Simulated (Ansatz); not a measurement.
Species: I$_{2}$ (charge -1, doublet). SMILES: I[I-]
Geometry: optimised at B3LYP-D3(BJ)/def2-TZVP (Ansatz, a program for electronic structure).

Parts of the frozen-core correlation energy in def2-TZVPP (Ansatz, hartree). Frozen orbitals: 18; correlated occupied orbitals by spin: 8 and 7; virtual: 74 and 75. Open shells are spin-unrestricted. No spin-orbit coupling. In def2 rows, elements after Kr have scalar-relativistic effective core potentials.

| term | value |
|---|---|
| reference (HF) | -593.42322 |
| MP2 opposite-spin | -0.20621 |
| MP2 same-spin | … |
| CCSD correlation | … |
| (T) | … |
| T1 diagnostic | 0.009 |
| largest doubles amplitude | 0.050 |
| <S^2> of the reference | 0.771 |

### Question
Complete the blanks.

### Answer

- MP2 same-spin, value: -0.06928
- CCSD correlation, value: -0.30486
- (T), value: -0.01201
